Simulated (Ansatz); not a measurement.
`CC(C)(C)OS(=O)(=O)CC(F)(F)C(F)F`: single points at one geometry.

```yaml
crystal:
  periodic: [false, false, false]
  atoms:
    - {symbol: C, position_ang: [-2.462597, -1.080824, -0.593057]}
    - {symbol: C, position_ang: [-1.711203, 0.074477, 0.055880]}
    - {symbol: C, position_ang: [-1.948143, 0.142820, 1.556819]}
    - {symbol: C, position_ang: [-2.005970, 1.408636, -0.619177]}
    - {symbol: O, position_ang: [-0.258443, -0.240697, -0.012695]}
    - {symbol: S, position_ang: [0.625904, 0.099900, -1.325364]}
    - {symbol: O, position_ang: [0.989942, 1.511195, -1.366462]}
    - {symbol: O, position_ang: [0.051227, -0.527095, -2.515279]}
    - {symbol: C, position_ang: [2.069805, -0.874360, -0.855816]}
    - {symbol: C, position_ang: [2.630070, -0.743176, 0.550432]}
    - {symbol: F, position_ang: [3.819769, -1.421025, 0.552091]}
    - {symbol: F, position_ang: [1.828538, -1.344436, 1.458142]}
    - {symbol: C, position_ang: [2.951311, 0.663084, 1.071104]}
    - {symbol: F, position_ang: [3.639814, 1.330154, 0.119581]}
    - {symbol: F, position_ang: [1.820034, 1.331087, 1.360561]}
    - {symbol: H, position_ang: [-3.547695, -0.926911, -0.485068]}
    - {symbol: H, position_ang: [-2.195678, -2.031016, -0.105501]}
    - {symbol: H, position_ang: [-2.218941, -1.152436, -1.662392]}
    - {symbol: H, position_ang: [-1.658349, -0.806148, 2.032695]}
    - {symbol: H, position_ang: [-1.347977, 0.951293, 2.000202]}
    - {symbol: H, position_ang: [-3.013190, 0.331432, 1.760933]}
    - {symbol: H, position_ang: [-1.385542, 2.210828, -0.194484]}
    - {symbol: H, position_ang: [-3.067010, 1.658374, -0.464806]}
    - {symbol: H, position_ang: [-1.821233, 1.360480, -1.702994]}
    - {symbol: H, position_ang: [1.803526, -1.928912, -1.018447]}
    - {symbol: H, position_ang: [2.840501, -0.572457, -1.579760]}
    - {symbol: H, position_ang: [3.571520, 0.575733, 1.982843]}
basis:
  gaussian: {orbitals: def2-SVP, initial_orbitals: start.molden}
correlation: {method: mp2}
scf: {omitted_lower_state_checks: [starts]}
output: {orbitals: {seedname: orbitals}}
```

The file start.molden holds the orbitals of an earlier run on this structure, at another level or in another basis.

```sh
$ ansatz run in.yaml --threads 4 --pin off --events-out ev --progress --plain --max-ram 6963MiB
```

It prints (some lines left out):

```
Functional definition: HF
2703 factors; integrals over basis functions are off by at most 1.3e-3 eV
mean field evaluation 1: about -35126.9762 eV, gradient 4.1e1 eV
mean field evaluation 2: about -35129.7755 eV, gradient 2.5e0 eV
mean field evaluation 4: about -35130.2494 eV, gradient 9.5e-1 eV
mean field evaluation 8: about -35130.2512 eV, gradient 8.9e-5 eV
mean field -35130.25121559 eV, -1291.0129200334 hartree, gradient 2.6e-6 eV, S^2 0.000000; 0 other end points of the search recorded, 0 dependent functions left out
19 core orbitals not correlated: weight in the atoms' cores, before any rotation towards them, 1.000 or more for the frozen orbitals, at most 0.000 for the correlated occupied ones
reference -35130.25121559 eV, -1291.0129200334 hartree; 46, 46 occupied and 209, 209 virtual orbitals, 2703 factors
second order -65.72963463 eV of doubles, -0.00000000 eV of singles
Total energy: -35195.98085022 eV, -1293.4284395530 hartree
Checks for a lower state left out: starts
```

It took 9.5 s on 4 threads of Intel Xeon on a shared host, peak host memory 1.1 GiB.

As the first input, with `gaussian: {orbitals: def2-TZVP, initial_orbitals: start.molden}`, `hamiltonian: {xc: pbe, dispersion: d4}`, `output: {forces: true, orbitals: {seedname: orbitals}}` and without the key `correlation` (abridged; 14 s):

```
Functional definition: PBE
mean field -35278.27120548 eV, -1296.4525543304 hartree, gradient 2.3e-5 eV, S^2 0.000000
Total energy: -35279.13264131 eV, -1296.4842115132 hartree
Atom 0 force    -0.067163    -0.081074    -0.041939 eV/Å
Atom 1 force    -0.111841     0.057591    -0.070635 eV/Å
Atom 2 force     0.007920    -0.003737     0.125106 eV/Å
Atom 3 force    -0.062114     0.087428    -0.039958 eV/Å
Atom 4 force     0.466738     0.073404    -0.458201 eV/Å
Atom 5 force    -0.365846     0.260828    -0.187145 eV/Å
Atom 6 force    -0.206553    -0.699347    -0.054252 eV/Å
Atom 7 force     0.294314     0.292259     0.505785 eV/Å
Atom 8 force    -0.069637    -0.097052    -0.199218 eV/Å
Atom 9 force    -0.142233     0.224620    -0.324259 eV/Å
Atom 10 force     0.519831    -0.325538     0.016347 eV/Å
Atom 11 force    -0.311673    -0.331984     0.422126 eV/Å
Atom 12 force     0.249289    -0.334319     0.362150 eV/Å
Atom 13 force     0.377449     0.379125    -0.356524 eV/Å
Atom 14 force    -0.405673     0.380573     0.245098 eV/Å
Atom 15 force     0.053093    -0.012121    -0.005124 eV/Å
Atom 16 force    -0.030530     0.051396    -0.030806 eV/Å
Atom 17 force    -0.042444    -0.001905     0.070619 eV/Å
Atom 18 force    -0.045677     0.052866    -0.007830 eV/Å
Atom 19 force    -0.070440    -0.035942    -0.007400 eV/Å
Atom 20 force     0.059668    -0.011875    -0.006185 eV/Å
Atom 21 force    -0.069120    -0.040974    -0.027714 eV/Å
Atom 22 force     0.049711    -0.003692    -0.004849 eV/Å
Atom 23 force    -0.044246     0.023179     0.073932 eV/Å
Atom 24 force     0.031547     0.065901    -0.002595 eV/Å
Atom 25 force    -0.055414    -0.017844     0.021151 eV/Å
Atom 26 force    -0.008956     0.048231    -0.017681 eV/Å
Dipole moment:    -0.213538    -0.268551     0.448046 e Å
Checks for a lower state left out: starts
```

First input, but with `hamiltonian: {xc: pbe, dispersion: d4}` and without the key `correlation` (abridged; 4.7 s):

```
Functional definition: PBE
mean field -35244.41951880 eV, -1295.2085277904 hartree, gradient 1.4e-5 eV, S^2 0.000000
Total energy: -35245.28094347 eV, -1295.2401845630 hartree
Checks for a lower state left out: starts
```

First input, but with `hamiltonian: {xc: pbe0, dispersion: d4}` and without the key `correlation` (abridged; 9 s):

```
Functional definition: PBE0
mean field -35246.03220235 eV, -1295.2677928178 hartree, gradient 1.1e-5 eV, S^2 0.000000
Total energy: -35246.77365314 eV, -1295.2950406317 hartree
Checks for a lower state left out: starts
```

The first input with `gaussian: {orbitals: 6-31G}`, `hamiltonian: {xc: hf}` and without the key `correlation` (abridged; 2.7 s):

```
Functional definition: HF
mean field -35136.80224226 eV, -1291.2536658232 hartree, gradient 1.5e-5 eV, S^2 0.000000
Total energy: -35136.80224226 eV, -1291.2536658232 hartree
Checks for a lower state left out: starts
```

Geometry: r2SCAN-D4/def2-SVP.

Correlated methods freeze 19 core orbitals.
